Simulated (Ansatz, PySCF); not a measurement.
CH$_{2}$NO (SMILES [NH]C=O), doublet, at a GFN2-xTB geometry, with bond 5-2 at 1.8 times its length. Base run: CASSCF(5,4)/def2-SVP (PySCF).

The PySCF input:
```python
from pyscf import gto, scf, mcscf
import numpy

mol = gto.Mole()
mol.atom = '''
    N     0.858769   -0.694137   -0.061975
    C    -0.355104   -0.279071    0.065387
    O    -0.539529    0.943159    0.003322
    H     1.582982    0.001164   -0.204188
    H    -1.781433   -1.600234    0.342088
'''
mol.basis = 'def2-svp'
mol.charge = 0
mol.spin = 1
mol.verbose = 4
mol.build()

mf = scf.ROHF(mol)
mf.kernel()
mc = mcscf.CASSCF(mf, 4, 5)
mc.fix_spin_(ss=0.75)
mc.kernel()
occ = numpy.linalg.eigvalsh(mc.fcisolver.make_rdm1(mc.ci, mc.ncas, mc.nelecas))[::-1]
ss = mc.fcisolver.spin_square(mc.ci, mc.ncas, mc.nelecas)[0]
print('natural occupations', occ.round(4), ' <S^2>', round(ss, 4))
```

Programs used: Ansatz (a quantum-chemistry and plane-wave program), PySCF; a row that names a program was run with it.

Variants of this job, named by their change:

| change | ΔE vs base (mEh) | natural occupations | <S^2> of the state |
|---|---|---|---|
| base | 0.000 | 1.99 1.80 1.00 0.21 | 0.75 |
| active space = 7 electrons, 6 orbitals | -35.937 | 1.98 1.92 1.80 1.01 0.21 0.08 | 0.75 |
| orbitals = fixed (CASCI) | 66.928 | 2.00 1.93 1.00 0.06 | 0.75 |
| code = ansatz; correction = SC-NEVPT2, all electrons | -446.7 | - | - |
| solver = newton | 0.000 | 1.99 1.80 1.00 0.21 | 0.75 |
| correction = SC-NEVPT2 | -432.0 | 1.99 1.80 1.00 0.21 | 0.75 |
| active space = 7 electrons, 7 orbitals | -63.846 | 1.98 1.93 1.79 1.00 0.21 0.07 0.02 | 0.75 |
| active space = 5 electrons, 6 orbitals | -31.703 | 1.92 1.79 1.00 0.21 0.08 0.00 | 0.75 |
| code = ansatz | -4.492 | - | - |
| conv_tol = 1e-5 | 0.001 | 1.99 1.79 1.00 0.21 | 0.75 |
| active space = 9 electrons, 9 orbitals | -115.4 | 1.98 1.98 1.91 1.81 1.00 0.19 0.08 0.02 0.02 | 0.75 |

Active orbitals are taken around the Fermi level unless the row says otherwise; CASSCF can end in different local minima, and two programs can end on different orbitals. State-averaged rows give the lowest state.

Open shells are given as the SCF converged; they aren't shown to be the lowest states, and a large step between rows can be another state.
